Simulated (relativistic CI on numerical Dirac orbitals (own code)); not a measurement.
## What each ingredient does to the levels of Os LXV

Base calculation: Dirac-Coulomb-Breit CI, separate exchange-only KLI orbitals for each configuration, model QED (radiative potential, 1s self-energy scaled to tabulated hydrogen-like ionisation energies), unscaled Slater integrals.

CI space (outside the closed core [Ne]): 3s2, 3s 3p, 3p2, 3s 3d, 3d2, 3p 3d, 3p 4s, 3d 4s, 3s 4s, 3s 4p, 3s 4d, 3s 4f, 3s 5s, 3s 5p, 3s 5d, 4s2, 3s 5f, 3s 5g, 3s 6s, 3s 6p, 3s 6d. Levels of other configurations are missing.

Variants: (1) QED terms removed. Shifts of the energy above 3s2 1S_0, in eV, for the lowest level and the first level of each name with at least 55 % of one term (blank where a level changes its place among those of its configuration and J or its character, or is not in the variant):

```csv
Level,Base,Δ(1)
3s2 1S_0,0.00,0.00
3s 3p 3P°_0,145.51,+5.17
3s 3p 3P°_1,162.07,+5.18
3p2 3P_0,348.05,+10.38
3s 3p 3P°_2,564.50,+4.78
3s 3p 1P°_1,603.58,+4.81
3p2 3P_1,752.07,+10.04
3s 3d 3D_1,786.16,+5.79
3s 3d 3D_2,800.43,+6.43
3s 3d 3D_3,880.38,+5.55
3s 3d 1D_2,898.60,+5.75
3p 3d 3F°_2,942.94,+11.06
3p2 3P_2,1178.61,+9.62
3p2 1S_0,1198.72,+9.64
3p 3d 3P°_0,1386.43,+10.66
3p 3d 3P°_1,1386.99,+10.66
3p 3d 3F°_4,1457.82,+10.42
3p 3d 3D°_3,1489.77,+10.42
3p 3d 1P°_1,1503.35,+10.41
3d2 3F_2,1586.61,+11.67
3d2 3P_0,1614.70,+11.66
3d2 3F_3,1676.25,+11.43
```

At this charge energies of transitions that change n are usually good to better than 1 %, and those within a shell (Δn = 0) to a few per cent.

Ionisation energy from the two ground configurations alone: base 7467.51 eV; QED terms removed 7473.19 eV. The NIST ASD value (theoretical) is 7468 eV.

LS names give the leading component of a level, which can be under half, so a name can repeat, a term be missing and a line seem to break the LS rules.
